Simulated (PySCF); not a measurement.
Compounds:

A. `O=C1OC=C([SiH2]CCl)CO1`
B. SMILES [C@@H]12[C@@H](C(=C)C)[C@@H]1[C@@H]2F
C. SMILES C=C/C=C\[C@H](F)C=C

Spectrum 1. 13C{1H} NMR (computed): δ 155.8 (CH), 148.7 (C), 110.6 (C), 73.0 (CH2), 33.6 (CH2).

Spectrum 2. 13C{1H} NMR (computed): δ 144.1 (CH), 140.7 (CH), 139.4 (CH), 135.5 (CH), 127.0 (CH2), 118.4 (CH2), 94.0 (CH).

Spectrum 3. 13C{1H} NMR (computed): δ 153.4 (C), 113.0 (CH2), 86.3 (CH), 37.4 (CH), 27.8 (CH3), 24.9 (CH).

PySCF 2.14.0 with density-fitted response routines calculation with geometry: GFN2-xTB and shielding tensors at PBE0/pcSseg-1 (GIAO); averaged over atoms made equivalent by symmetry, fast rotation or ring inversion, a single conformation, no relativistic terms, isolated molecule.

Chemical shifts δ = σref − σ; 13C vs TMS, all at this level. Splittings of carbon signals by F and P are missing where no couplings were computed. Shifts are as computed. Against solution values, carbons near 30 ppm lie about +3 ppm off and those near 130 ppm about +5 ppm; carbons on Cl a further +6 ppm. Of 1211 compounds with measured shifts, 218 miss one by over three times the rms of a fit or turn the order of signals round; such compounds aren't used in these exercises. Carbons bonded to Cl come out too deshielded.

Task: Which spectrum belongs to which compound?

Result: 1–A, 2–C, 3–B.

- Spectrum 1 (A): 5 13C signals; δC 155.8 is an alkene carbon bearing oxygen; δC 148.7 is a carbonate carbon.
- Spectrum 2 (C): 7 13C signals; δC 144.1 is an alkene CH; δC 140.7 is an alkene CH.
- Spectrum 3 (B): 6 13C signals; δC 153.4 is a fully substituted alkene carbon; δC 113.0 is a terminal =CH2 carbon.
